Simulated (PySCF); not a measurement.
Si(H)2(Cl)2 anion (Cl2H2Si), SMILES [SiH2](Cl)Cl (connectivity only; charge and spin as stated), charge -1, multiplicity 2. Atoms are numbered in the order given.

```xyz
5

Si     0.0000     0.0000    -0.1721
Cl    -2.3249     0.0000     0.1323
Cl     2.3249     0.0000     0.1323
H      0.0000     1.2133    -1.0439
H      0.0000    -1.2133    -1.0439
```
Charge -1, spin multiplicity 2.

Coordinates come from a TPSSh-D3(BJ)/def2-SVPD optimisation. The spin state was assumed, not searched. The isomer is the one that the SMILES or the coordinates give; other isomers of the formula were not compared.

All values below come from PySCF with B3LYP/pcH-1.

Unrestricted Kohn–Sham, ⟨S²⟩ = 0.752. Hyperfine tensors hold the contact and dipolar terms, without spin-orbit corrections.

Computed hyperfine couplings:
```json
[
 {"nucleus": "29Si no. 1", "A(iso) (MHz)": "-1076.4", "A(iso) (G)": "-384.1", "dipolar principal values (MHz)": "-117.2, 54.6, 62.7"},
 {"nucleus": "35Cl no. 2", "A(iso) (MHz)": "53.0", "A(iso) (G)": "18.9", "dipolar principal values (MHz)": "-26.9, -26.7, 53.6"},
 {"nucleus": "35Cl no. 3", "A(iso) (MHz)": "53.0", "A(iso) (G)": "18.9", "dipolar principal values (MHz)": "-26.9, -26.7, 53.6"},
 {"nucleus": "1H no. 4", "A(iso) (MHz)": "34.6", "A(iso) (G)": "12.3", "dipolar principal values (MHz)": "-5.1, -2.2, 7.4"},
 {"nucleus": "1H no. 5", "A(iso) (MHz)": "34.6", "A(iso) (G)": "12.3", "dipolar principal values (MHz)": "-5.1, -2.2, 7.4"}
]
```

Q: And the g tensor (effective nuclear charges for spin-orbit coupling, GIAO)? (Estimate from the structure and the level; the computed values follow.)

A: principal values 2.0035, 2.0054, 2.0121; isotropic 2.0070.
